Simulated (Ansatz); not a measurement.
Compare A (`C[SiH2][AsH]O`) with its isomer B (`O[SiH2]C[AsH2]`).

Program: Ansatz. Geometries: PBE0-D4/def2-TZVP. ΔE: electronic, gas phase. CCSD(T)/CBS is the MP2 limit (def2-TZVPP, def2-QZVPP) plus CCSD(T) − MP2 in def2-TZVPP, frozen cores. DFT in def2-TZVPP. B3LYP here is the variant with VWN-RPA as its local correlation; programs differ in this. For As outer-core shells are correlated without core-valence functions, which leaves a few kJ/mol of doubt a bond. Scalar relativity is left out up to krypton. Each species was taken in one conformer, which may not be the lowest.

**Question.** Which isomer does CCSD(T)/CBS put lower? Give the gap. (Estimate.)

**Answer.** The calculation gave: B, by 18.3 kcal/mol.

**Question.** Give E(B) − E(A) in kcal/mol with B3LYP, CCSD(T)/def2-TZVPP, B3LYP-D4, CCSD/def2-TZVPP, PBE0-D4, r2SCAN-D4, ωB97M-V. (An estimate is asked.)

**Answer.** Computed: B3LYP -15.5, CCSD(T)/def2-TZVPP -18.6, B3LYP-D4 -15.7, CCSD/def2-TZVPP -19.0, PBE0-D4 -15.4, r2SCAN-D4 -16.1, ωB97M-V -17.3. None reverses the order clearly.

Largest T1 diagnostic: 0.012.

From PBE to PBE0 (25 % exact exchange), in def2-TZVPP and without D4, E(B) − E(A) moves by −2.1 kcal/mol.
